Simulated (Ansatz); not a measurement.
Consider the formal exchange of groups at the Sn–Si bond: `O[SiH2][SnH2][SiH3]` + `NC=C=C=O` → `[NH2][SnH2][SiH2]O` + `O=C=C=C[SiH3]`.

Computed with Ansatz on PBE0-D4/def2-TZVP structures; ΔE is electronic, products minus reactants. CCSD(T)/CBS adds triple-zeta CCSD(T) − MP2 to the extrapolated MP2 energy (def2 sets, frozen cores). def2 core potentials past Kr. For Sn outer-core shells are correlated without core-valence functions, which leaves a few kJ/mol of doubt a bond. One conformer a species, not always the lowest.

```json
{"species": "`O[SiH2][SnH2][SiH3]`", "CCSD(T)/def2-TZVPP energy (Eh)": "-871.73529"}
{"species": "`NC=C=C=O`", "CCSD(T)/def2-TZVPP energy (Eh)": "-245.64433"}
{"species": "`[NH2][SnH2][SiH2]O`", "CCSD(T)/def2-TZVPP energy (Eh)": "-636.76510"}
{"species": "`O=C=C=C[SiH3]`", "CCSD(T)/def2-TZVPP energy (Eh)": "-480.59857"}
```

(1) Work out ΔE.

Largest T1 diagnostic among the species: 0.019.

Results:

(1) ΔE = (-636.76510) + (-480.59857) − (-871.73529) − (-245.64433) = 0.01595 Eh = +41.9 kJ/mol. CCSD(T)/CBS gives +41.5 kJ/mol.

The D4 term adds −4.4 kJ/mol with B3LYP and −2.0 kJ/mol with PBE0; it sums over pairs of atoms, weighted by their polarisabilities, and B3LYP, whose exchange is more repulsive, gets the larger term. In def2-TZVPP, CCSD(T) changes the Hartree–Fock value by −21.6 kJ/mol (the triples alone add −0.7 kJ/mol) and MP2 by −14.6 kJ/mol.

B3LYP here is the variant with VWN-RPA as its local correlation; programs differ in this.
